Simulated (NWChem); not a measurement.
hydrogen telluride (H$_{2}$Te); SMILES [TeH2]

```xyz
3

Te     0.0000     0.0000     0.0434
H      1.1785     0.0000    -1.1297
H     -1.1785     0.0000    -1.1297
```
Atoms are numbered in this order, from 1.

Geometry: optimised at PBE0/def2-SVP. Not confirmed as a minimum by frequencies. def2 effective core potentials on Te; no spin-orbit coupling.

Symmetry labels are those of C2v in the frame above (b1 and b2, or b-type labels, depend on it).

**Question.** List the 4 lowest vertical singlet excitations from B3LYP/def2-SVPD with def2 effective core potentials on Te, TDA (NWChem).

**Answer.** 
| state | energy (eV) | oscillator strength | symmetry | leading excitation (squared amplitude) |
|---|---|---|---|---|
| S1 | 4.12 | 0.000 | a2 | HOMO → LUMO (1.00) |
| S2 | 4.76 | 0.041 | b2 | HOMO → LUMO+1 (1.00) |
| S3 | 6.25 | 0.000 | a2 | HOMO → LUMO+2 (1.00) |
| S4 | 6.32 | 0.000 | b2 | HOMO → LUMO+3 (0.98) |
